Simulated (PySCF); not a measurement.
## Two-component Hartree-Fock for Si⁴⁺ (silicon, charge +4)

Start: [Ne]. Calculated with PySCF 2.14 in x2c-SVPall-2c (4s4p1d, 21 functions): generalised Hartree-Fock with the X2C-1e Hamiltonian and a Gaussian nucleus; one run each with spin-orbit coupling (SO) switched off, then screened by Boettger's factors.

| spinor shell | electrons | ε, spin-free (eV) | ε, screened SO (eV) | weight of nominal j (screened SO) | rms radius, screened SO (bohr) |
| --- | --- | --- | --- | --- | --- |
| 1s1/2 | 2 | -1930.8 | -1930.8 | 1.000 | 0.129 |
| 2s1/2 | 2 | -220.33 | -220.33 | 1.000 | 0.611 |
| 2p1/2 | 2 | -168.52 | -168.99 | 1.000 | 0.591 |

**Question.** Where does 2p3/2 lie, and what is the 2p spin-orbit splitting (screened SO)?

**Answer.** At -168.29 eV, 0.702 eV above 2p1/2.

```tsv
quantity	spin-free	screened SO
E (hartree)	-285.67843	-285.67857
M_J	0	0
⟨J²⟩	0.000	0.000
⟨L²⟩	0.000	0.000
⟨S²⟩	0.000	0.000
```

Without spin-orbit coupling the j labels of p, d and f shells carry no meaning; the spin-free column gives the mean over the occupied spinors of each nl shell.
